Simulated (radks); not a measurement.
Values are calculated unless marked as measured or tabulated.
Valence configurations of the cerium ion Ce3+ (all share [Xe]). Level of theory: Dirac Kohn-Sham, PBE, spin-unpolarised, spherical densities, point nucleus; open shells are shared between the two j in proportion to 2j + 1 (a radial shooting solver on a logarithmic mesh with Libxc functionals). Energies are relative to 4f1; eigenvalues in eV.

| valence | E (eV) | e(4f5/2) | e(4f7/2) | e(5d3/2) | e(5d5/2) | e(6p1/2) |
|---|---|---|---|---|---|---|
| 4f1 | 0.000 | -28.823 | -28.480 | - | - | - |
| 4f0.5 5d0.5 | 3.056 | -32.048 | -31.684 | -24.760 | -24.423 | - |
| 4f0.5 6s0.5 | 4.799 | -33.504 | -33.138 | - | - | - |
| 4f0.5 6p0.5 | 7.111 | -33.986 | -33.619 | - | - | -17.932 |
| 5d1 | 7.318 | - | - | -25.678 | -25.319 | - |
| 5d0.5 6s0.5 | 9.311 | - | - | -26.676 | -26.306 | - |
| 6s1 | 11.476 | - | - | - | - | - |
| 6p1 | 16.305 | - | - | - | - | -19.080 |

NIST lists [Xe] 4f1 as the ground configuration; this level of theory agrees among the configurations tried. The energies are those of spherical spin-averaged densities, not of single terms.
